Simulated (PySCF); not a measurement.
Stepwise substitution at one centre (B H-SiH3). Gas-phase values, no solvent. Strings in code marks are SMILES.

All values below come from PySCF with TPSSh-D3(BJ)/def2-TZVP // B3LYP-D3(BJ)/def2-TZVP. Delta-SCF ions had no search for a lower state. Excitations are Tamm–Dancoff values on a coarser integration grid. The basis has no diffuse functions, so Rydberg states are missing or too high.

```
species                                              S1 oscillator strength  S1–T1 gap (TDA) (eV)  vertical ionisation energy (Delta-SCF) (eV)
---------------------------------------------------  ----------------------  --------------------  -------------------------------------------
0 of 3 H replaced by SiH3 (`B`)                                           –                     –                                        13.00
1 of 3 H replaced by SiH3                                             0.007                  1.02                                        10.70
2 of 3 H replaced by SiH3 (`[SiH3]B[SiH3]`)                               ?                  0.90                                         9.83
3 of 3 H replaced by SiH3 (`[SiH3]B([SiH3])[SiH3]`)                   0.000                     ?                                         9.58
```

Problem. Some entries are withheld; supply them.

Solution. 
- 2 of 3 H replaced by SiH3 (`[SiH3]B[SiH3]`), S1 oscillator strength: 0.000
- 3 of 3 H replaced by SiH3 (`[SiH3]B([SiH3])[SiH3]`), S1–T1 gap (TDA) (eV): 0.79
